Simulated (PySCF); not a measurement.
Method: B3LYP-D3(BJ)/def2-TZVP (PySCF). Gas-phase values, no solvent. B3LYP has the VWN-RPA correlation part, as in Gaussian. Excitations are Tamm–Dancoff values on a coarser integration grid. The basis has no diffuse functions, so Rydberg states are missing or too high.

Reference species (SMILES): `[In]([CH3])([CH3])[CH3]` (neutral, multiplicity 1).

```
Quantity                                        Value
-------------------------------------------  --------
LUMO                                         -1.18 eV
HOMO                                         -6.75 eV
brightest of the four lowest singlets (TDA)   6.05 eV
T1 excitation (TDA)                           4.28 eV
```

Changed species: `[F][In]([CH3])[F]` (1 of 3 F replaced by CH3; the reference has 3 of 3 F replaced by CH3).

Question: Predict the effect on the LUMO, HOMO, brightest of the four lowest singlets (TDA) and T1 excitation (TDA).

Answer: the LUMO falls by 0.98 eV, to -2.16 eV; the HOMO drops by 2.24 eV, to -8.99 eV; the brightest of the four lowest singlets (TDA) goes up by 0.24 eV, to 6.29 eV; the T1 excitation (TDA) increases by 0.67 eV, to 4.95 eV.
